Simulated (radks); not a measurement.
Dipole-allowed excitations along the series with 10 electrons in [Ne]. All-electron calculation, non-relativistic Kohn-Sham, PBE, spin-unpolarised, spherical densities, point nucleus. Program: a radial shooting solver on a logarithmic mesh with Libxc functionals. Time-dependent linear response with the Hartree and adiabatic LDA kernel, continuum included through the Sternheimer equations. Lines are the poles of the dipole polarisability below minus the highest occupied eigenvalue, found on a grid refined at the orbital gaps; the lowest seven at most are given, and weak or close lines can be missed. The first line takes the name of the lowest orbital gap if no other gap lies below it; otherwise a line is named after a gap within 0.6 % of it, if that gap stands alone.

| species | -e(HOMO) (eV) | lowest orbital gap (eV) | first line (eV) | f | strongest line (eV) | its f | static alpha (bohr^3) |
|---|---|---|---|---|---|---|---|
| Ga21+ | 1950.5 | 2p-3s 1132.8 | 1134.7 (2p-3s) | 0.177 | 1250.3 (unassigned) | 2.97 | 0.002511 |
| Ge22+ | 2117.9 | 2p-3s 1227.7 | 1229.6 (2p-3s) | 0.176 | 1350.8 (unassigned) | 3.01 | 0.002166 |
| As23+ | 2292.0 | 2p-3s 1326.4 | 1328.4 (2p-3s) | 0.175 | 1455.0 (unassigned) | 3.05 | 0.001878 |
| Se24+ | 2473.0 | 2p-3s 1428.8 | 1430.9 (2p-3s) | 0.174 | 1563.0 (unassigned) | 3.09 | 0.001637 |
| Br25+ | 2660.7 | 2p-3s 1535.1 | 1537.2 (2p-3s) | 0.173 | 1674.8 (unassigned) | 3.12 | 0.001433 |
